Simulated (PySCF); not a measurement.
# Steps of a relaxation of [W3]+

[W3]+ (quartet; a saddle point, relaxed within its symmetry). PySCF 2.14.0, UKS BP86, W def2-SVP with ECP60; non-relativistic Hamiltonian with scalar-relativistic core potentials where named; density fitting; no spin-orbit coupling. Origin of the start: template. Columns: position (Å) and force (eV/Å). Energies are counted from the last step; some of the 11 steps are shown. Forces carry noise of the integration grid, about 0.01 to 0.03 eV/Å.

Run from Python with OMP_NUM_THREADS=2. Where DIIS fails, smearing, a level shift and second-order steps follow.
It took 8 min on 2 threads of Arm Neoverse V2 (shared host), from the converged density of the start.

```xyz
3
step 0  E = 0.060 eV
W     0.0000    0.0000    2.4000     0.00    0.00   -0.75
W     0.0000    0.0000    0.0000     0.00    0.00    0.00
W     0.0000    0.0000   -2.4000     0.00    0.00    0.75
```

```xyz
3
step 3  E = 0.026 eV
W     0.0000    0.0000    2.3730     0.00    0.00   -0.51
W     0.0000    0.0000    0.0000     0.00    0.00    0.00
W     0.0000    0.0000   -2.3730     0.00    0.00    0.51
```

```xyz
3
step 7  E = 0.003 eV
W     0.0000    0.0000    2.3447     0.00    0.00   -0.39
W     0.0000    0.0000    0.0000     0.00    0.00    0.00
W     0.0000    0.0000   -2.3447     0.00    0.00    0.39
```

Problem. Where does the relaxation end?

Solution. It converges at step 10 in D∞h:
```xyz
3
step 10  E = 0
W     0.0000    0.0000    2.3227
W     0.0000    0.0000    0.0000
W     0.0000    0.0000   -2.3227
```

The relaxed state isn't the lowest spin state tried at its geometry. The relaxed state is spin-contaminated (spin squared 5.65 against 3.75). Open shells may have lower solutions than the one found.
